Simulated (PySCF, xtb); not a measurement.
C₃H₈O₂Si, SMILES C1[SiH](CO1)CO. One conformer was computed; it need not be the lowest.

Harmonic wavenumbers (cm⁻¹) from GFN2-xTB (xtb 6.7.1) at its own minimum, in rising order: 47, 70, 121, 175, 262, 325, 500, 529, 641, 688, 703, 710, 762, 783, 841, 969, 1028, 1052, 1110, 1130, 1140, 1213, 1219, 1272, 1320, 1456, 1465, 1472, 2190, 2882, 2900, 2902, 2941, 2947, 2979, 3570.

Problem. What does PBE-D3(BJ)/def2-SVP (PySCF) give at its own minimum? (An estimate is asked for; the answer gives what the named calculation found.)

Solution. 57, 82, 129, 205, 270, 341, 491, 572, 580, 646, 727, 746, 751, 814, 850, 908, 1005, 1021, 1114, 1127, 1141, 1172, 1204, 1234, 1330, 1394, 1401, 1422, 2112, 2903, 2914, 2926, 3008, 3015, 3019, 3695. Paired by order, the mean absolute difference is 33 cm⁻¹ and the zero-point energies are 66.2 and 66.2 kcal/mol.
